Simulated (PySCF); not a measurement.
## SiSb: energy against distance

Set-up: PySCF, scalar-relativistic core potentials, basis sets Si aug-cc-pV(D+d)Z, Sb aug-cc-pVDZ-PP with ECP28. Energies in eV from Si + Sb in their ground configurations at the same level. All curves are PBE0. state 1: ²Π (doublet), unpaired electrons π ↑; state 2: ²Σ⁺ (doublet), unpaired electrons σ ↑, a second solution, started from another occupation; state 3: ⁴Π (quartet), unpaired electrons π ↑↑↑, a second solution, started from another occupation; state 4: Ms = 0.5 determinant of mixed spin (⟨S²⟩ near 1.8), unpaired electrons π ↑↑↓, a mixture of terms (⟨Lz²⟩ = 3.0), a second solution, started from another occupation.

| R (Å) | state 1 | state 2 | state 3 | state 4 |
| --- | --- | --- | --- | --- |
| 2.053 | -1.444 | -1.877 | 1.358 | 1.741 |
| 2.148 | -2.171 | -2.328 | 0.238 | 0.614 |
| 2.244 | -2.571 | -2.496 | -0.526 | -0.158 |
| 2.315 | -2.712 | -2.489 | -0.922 | -0.560 |
| 2.387 | -2.751 | -2.401 | -1.203 | -0.845 |
| 2.459 | -2.713 | -2.253 | -1.390 | -1.037 |
| 2.554 | -2.577 | -1.993 | -1.529 | -1.182 |
| 2.673 | -2.337 | -1.608 | -1.573 | -1.231 |
| 2.817 | -2.017 | -1.108 | -1.497 | -1.161 |
| 3.008 | -1.592 | -0.445 | -1.271 | -0.939 |

**Question.** Put a parabola through the three lowest points of the state 1 curve and estimate Re, k and ωe (reduced mass 22.72 u; 1 eV/Å² = 0.16022 mdyn/Å; ωe = 1302.8·√(k/μ) cm⁻¹).

**Answer.** Through R = 2.315, 2.387, 2.459 Å the second-order coefficient is 7.43 eV/Å², so Re ≈ 2.387 Å, k ≈ 2.38 mdyn/Å and ωe ≈ 422 cm⁻¹. A polynomial fit of higher order to the unrounded PBE0 energies gives Re = 2.384 Å, k = 2.47 mdyn/Å, ωe = 429 cm⁻¹; anharmonicity and rounding make the difference.

The higher-order fit for each curve: state 1: Re = 2.384 Å, ωe = 429 cm⁻¹, De = 2.75 eV; state 2: Re = 2.274 Å, ωe = 475 cm⁻¹, minimum 2.50 eV below the ground-state fragments; state 3: Re = 2.658 Å, ωe = 295 cm⁻¹, minimum 1.57 eV below the ground-state fragments; state 4: Re = 2.664 Å, ωe = 294 cm⁻¹, minimum 1.23 eV below the ground-state fragments.

⟨S²⟩ of the unrestricted solution departs from its pure value on part of the curve, where spin states mix. These are scalar-relativistic numbers at best; spin–orbit coupling would shift them, the dissociation energy most. The state was picked by a PBE0 search and need not be the measured ground state.
